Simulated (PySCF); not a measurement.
Gas-phase reaction: 3 InHCl₂ ⇌ 2 InCl₃ + InH + H₂

Method: PySCF energies (xtb for GFN2) plus ideal-gas RRHO corrections (1 bar). † marks an energy on the PBE0/def2-TZVP geometry and frequencies; other levels use their own. All species are closed-shell singlets. B3LYP is the form with VWN-RPA correlation. In: scalar-relativistic def2 core potential, no spin-orbit coupling. InHCl₂, InH: computed as isolated molecules; such fragments, hydroxides, amides, oligomers or adducts are transient or little studied in the gas. The harmonic model lacks anharmonicity and excited electronic states, which grow with temperature; levels with a mode under 35 cm⁻¹ are left out. Soft modes under 120 cm⁻¹ make the harmonic entropy rough for InHCl₂, InCl₃.

```tsv
level	ΔE electronic, kJ	ΔH°(298 K), kJ	ΔS°(298 K), J/K	ΔG°(1400 K), kJ
B3LYP/def2-TZVP†	50	46	80	-69
BLYP/def2-TZVP†	36	33	80	-82
GFN2-xTB	21	19	85	-102
PBE/def2-SVP	62	59	81	-57
PBE/def2-TZVP†	62	58	80	-57
PBE0/def2-SVP†	74	70	80	-45
PBE0/def2-TZVP	73	69	80	-46
ωB97M-V/def2-TZVP†	75	71	80	-44
```
ΔH° is lowest at GFN2-xTB and highest at ωB97M-V/def2-TZVP†. No reference value is set beside these.
